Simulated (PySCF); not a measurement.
Ground-state electric properties of a mixed set of molecules.

All values: wB97X-D/def2-SVPD (PySCF) at PBE0-D3(BJ)/def2-SVP geometries, gas phase, one conformer each. Core orbitals are frozen in the response; Δα² is half the sum of the squared differences of the principal polarisabilities. Atoms past krypton carry effective core potentials.

Problem. Rank by mean static polarisability, highest first.
A. `CCC#[N+][BH2-]N([SiH3])[SiH3]`
B. `[SH2]->[In]([Cl])([Cl])[Cl]`
C. `N#CC[C@H]([C@H](F)SC)C`
D. `C[C@@H](F)OC=O`
E. `CCC(C#N)CC`
F. `C1C[C@H]2CNC[C@@H]12`

Solution. A (18.14 Å³), B (14.72 Å³), C (14.21 Å³), E (11.31 Å³), F (10.95 Å³), D (6.77 Å³).

Problem. Rank by vertical ionisation energy (ΔSCF), lowest first.
A. `C1C[C@H]2CNC[C@@H]12`
B. `[N+]([BH2-]N([SiH3])[SiH3])#CCC`
C. `C[C@@H](F)OC=O`

Solution. B (8.35 eV), A (8.61 eV), C (11.32 eV).

Problem. Rank by polarisability anisotropy Δα, lowest first.
A. `[CH2:1]1[CH2:2][C@H:3]2[CH2:4][NH:5][CH2:6][C@@H:7]12` with C7–C1–C2–C3 0°, C1–C2–C3–C4 -106°, C2–C3–C4–N5 71°, C3–C4–N5–C6 45°
B. `[CH3:1][CH2:2][CH:3]([C:4]#[N:5])[CH2:6][CH3:7]` with C1–C2–C3–C4 -59°, C2–C3–C6–C7 -176° (2-ethylbutanenitrile)
C. `[CH3:1][S:2][C@@H:3]([F:4])[C@H:5]([CH3:6])[CH2:7][C:8]#[N:9]` with C1–S2–C3–F4 71°, S2–C3–C5–C6 -173°, C3–C5–C7–C8 59°
D. In(H2S)Cl3, `[SH2]->[In]([Cl])([Cl])[Cl]`
E. `[CH3:1][C@@H:2]([F:3])[O:4][CH:5]=[O:6]` with C1–C2–O4–C5 154°, C2–O4–C5–O6 -3°
F. `[CH3:1][CH2:2][C:3]#[N+:4][BH2-:5][N:6]([SiH3:7])[SiH3:8]` with N4–B5–N6–Si7 -88°

Solution. D (0.99 Å³), A (1.33 Å³), E (2.08 Å³), B (2.54 Å³), C (2.80 Å³), F (4.40 Å³).

All values together:

```
                       SMILES      formula  μ (D)  HOMO (eV)  LUMO (eV)  α (Å³)  Δα (Å³)  electrons  α per electron (Å³)  ΔSCF removal energy (eV)
                   CCC(C#N)CC       C6H11N   4.11     -11.05       2.00   11.31     2.54         54                0.209                         –
         C1C[C@H]2CNC[C@@H]12       C6H11N   1.00      -8.31       2.42   10.95     1.33         54                0.203                      8.61
      CS[C@@H](F)[C@H](C)CC#N     C6H10FNS   2.37      -8.97       1.72   14.21     2.80         78                0.182                         –
CCC#[N+][BH2-]N([SiH3])[SiH3]  C3H13BN2Si2   8.08      -8.42       0.92   18.14     4.40         78                0.233                      8.35
               C[C@@H](F)OC=O      C3H5FO2   2.68     -10.69       1.45    6.77     2.08         48                0.141                     11.32
  [SH2]->[In]([Cl])([Cl])[Cl]     Cl3H2InS   4.44     -10.89      -0.83   14.72     0.99        118                0.125                         –
```

Conformers: `[CH3:1][CH2:2][CH:3]([C:4]#[N:5])[CH2:6][CH3:7]` with C1–C2–C3–C4 -59°, C2–C3–C6–C7 -176°; `[CH2:1]1[CH2:2][C@H:3]2[CH2:4][NH:5][CH2:6][C@@H:7]12` with C7–C1–C2–C3 0°, C1–C2–C3–C4 -106°, C2–C3–C4–N5 71°, C3–C4–N5–C6 45°; `[CH3:1][S:2][C@@H:3]([F:4])[C@H:5]([CH3:6])[CH2:7][C:8]#[N:9]` with C1–S2–C3–F4 71°, S2–C3–C5–C6 -173°, C3–C5–C7–C8 59°; `[CH3:1][CH2:2][C:3]#[N+:4][BH2-:5][N:6]([SiH3:7])[SiH3:8]` with N4–B5–N6–Si7 -88°; `[CH3:1][C@@H:2]([F:3])[O:4][CH:5]=[O:6]` with C1–C2–O4–C5 154°, C2–O4–C5–O6 -3°.

A dash marks a removal energy that wasn't run or isn't settled.

Problem. How closely does the mean polarisability follow the number of electrons in this set?

Solution. The correlation coefficient is 0.65; α per electron runs from 0.125 to 0.233 Å³.
